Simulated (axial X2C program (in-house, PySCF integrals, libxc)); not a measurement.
Spin–orbit effects down a group: molecules with F (ions), CCSD

Computed with an axial X2C code built on PySCF integrals, spin-free (one-electron X2C) or two-component (2c: spin–orbit coupling with atomic mean-field Coulomb and Gaunt terms, which also bring small scalar terms), in Dyall basis sets with cores contracted in-house; open shells are unrestricted.

Basis sets: F dyall-av3z, Mn dyall-cv3z, Re dyall-cv3z, Tc dyall-cv3z. Frozen shells (counts by l): MnF⁺ Mn 3s2p, F 1s, 13 electrons correlated; TcF⁺ Tc 4s3p1d, F 1s, 13 electrons correlated; ReF⁺ Re 5s4p2d1f, F 1s, 13 electrons correlated. Coupled cluster in natural virtuals with an MP2 remainder. Where the outer core of a metal is frozen, bonds come out longer and ionisation energies lower.

```tsv
molecule	spin-free state	Re (Å)	ωe (cm⁻¹)	De (eV)	2c state	Re 2c (Å)	ωe 2c (cm⁻¹)	De 2c (eV)
MnF⁺	M_S = 5/2, Λ = 0	1.758	739.2	3.72	Ω = 5/2	1.758	738.7	3.70
TcF⁺	M_S = 5/2, Λ = 0	1.866	670.8	3.70	Ω = 5/2	1.866	670.7	3.69
ReF⁺	M_S = 5/2, Λ = 0	1.823	737.3	3.46	Ω = 5/2	1.823	734.1	3.45
```

Problem. Work out the shifts from the spin-free to the two-component result.

Solution. 

```
molecule  2c state  ΔRe (Å)  Δωe (cm⁻¹)  ΔDe (eV)
    MnF⁺   Ω = 5/2    0.000        -0.5     -0.02
    TcF⁺   Ω = 5/2    0.000        -0.1     -0.01
    ReF⁺   Ω = 5/2    0.000        -3.2     -0.01
```

Shifts of one unit in the last digit are rounding.

Fragments in 2c: Mn+ + F, Tc+ + F, Re+ + F. Each entry is the lowest single determinant of a limited PBE0 search at one distance. De goes to single-determinant-based atoms at the same level (for ions the charge split of lowest energy) and is withheld (n/a) where an atom does not fit its ground term or J level. Main or longest-lived isotopes. One determinant is a doubtful description, or other states lie close, for MnF⁺, TcF⁺, ReF⁺; these need not be ground states, and all values refer to the states named. With several unpaired electrons the Ω given is that of one determinant, not necessarily of the lowest component.
